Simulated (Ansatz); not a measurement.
One change: `[O]=[Ta]([OH])([F])[F]` becomes `[O]=[V]([OH])([F])[F]`.

Ansatz, PBE0-D4/def2-TZVP geometries, multiplicity 1. Each molecule was computed in one conformer, which needn't be the lowest.

Elements past krypton have def2 core potentials. Scalar relativity is left out up to krypton.

```json
{"property": "size of the dipole moment (PBE/def2-TZVPP) / D", "`[O]=[Ta]([OH])([F])[F]`": "2.49"}
{"property": "zero-point energy (PBE0-D4/def2-TZVP) / kJ/mol", "`[O]=[Ta]([OH])([F])[F]`": "54.4"}
{"property": "HOMO energy (ωB97M-V/def2-TZVPP) / eV", "`[O]=[Ta]([OH])([F])[F]`": "-12.25"}
{"property": "ideal-gas entropy at 298 K and 1 bar (rigid rotor, harmonic PBE0-D4/def2-TZVP) / J/(mol·K)", "`[O]=[Ta]([OH])([F])[F]`": "343"}
{"property": "size of the dipole moment (B3LYP/def2-TZVPP) / D", "`[O]=[Ta]([OH])([F])[F]`": "2.57"}
{"property": "LUMO energy (B3LYP/def2-TZVPP) / eV", "`[O]=[Ta]([OH])([F])[F]`": "-1.35"}
```

(1) Give the same properties after the change, and the shifts. (Estimate.)

Answers

(1) The calculation gave: 
```
                                                                                  property  `[O]=[V]([OH])([F])[F]`  shift
                                            size of the dipole moment (PBE/def2-TZVPP) / D                     2.29  -0.20
                                            zero-point energy (PBE0-D4/def2-TZVP) / kJ/mol                     58.9    4.5
                                                     HOMO energy (ωB97M-V/def2-TZVPP) / eV                   -13.36  -1.11
ideal-gas entropy at 298 K and 1 bar (rigid rotor, harmonic PBE0-D4/def2-TZVP) / J/(mol·K)                      321    -22
                                          size of the dipole moment (B3LYP/def2-TZVPP) / D                     2.39  -0.18
                                                       LUMO energy (B3LYP/def2-TZVPP) / eV                    -3.73  -2.38
```

With PBE0 the HOMO falls by 1.08 eV and the LUMO falls by 2.35 eV, so the gap narrows by about 1.27 eV. PBE moves the HOMO by -0.87 eV and ωB97M-V by -1.11 eV. Dipoles are sizes alone; their direction can turn.

B3LYP here is the variant with VWN-RPA as its local correlation; programs differ in this.
